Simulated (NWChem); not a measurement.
System: CaH5O3Cl; SMILES [OH2]->[Ca](<-[OH2])([Cl])[OH]

```xyz
10

Ca    -0.0338    -0.2966     0.0844
Cl     0.8312     2.1138     0.0581
O      0.0467    -2.0573     1.2076
H      0.0059    -2.6452     1.9620
O      0.5028    -2.1656    -1.2189
H      0.4153    -2.5213    -0.2648
H      1.2679    -2.5690    -1.6371
O     -1.9223     1.0465    -0.2951
H     -2.8153     1.2993    -0.0433
H     -1.3464     1.8448    -0.2406
```
Atoms are numbered in this order, from 1.

All runs: NWChem. Pople sets run with spherical d functions. The geometry was optimised at PBE0/def2-SVP. B3LYP is NWChem's, with the RPA form of VWN correlation. Vertical excitations in the gas phase; the lowest state need not have the same character in each row.

```csv
level,"lowest excitation, singlet (eV)","lowest state with f > 0.02, singlet (eV)",orbital gap (eV)
"PBE/6-31+G*, full TDDFT",4.61,4.84,4.58
"B3LYP/6-31+G*, full TDDFT",5.45,5.45,6.23
"PBE0/6-31+G*, full TDDFT",___,___,___
```

### Question
What belongs in the gaps?

### Answer

- PBE0/6-31+G*, full TDDFT, lowest excitation, singlet (eV): 5.77
- PBE0/6-31+G*, full TDDFT, lowest state with f > 0.02, singlet (eV): 5.77
- PBE0/6-31+G*, full TDDFT, orbital gap (eV): 6.79
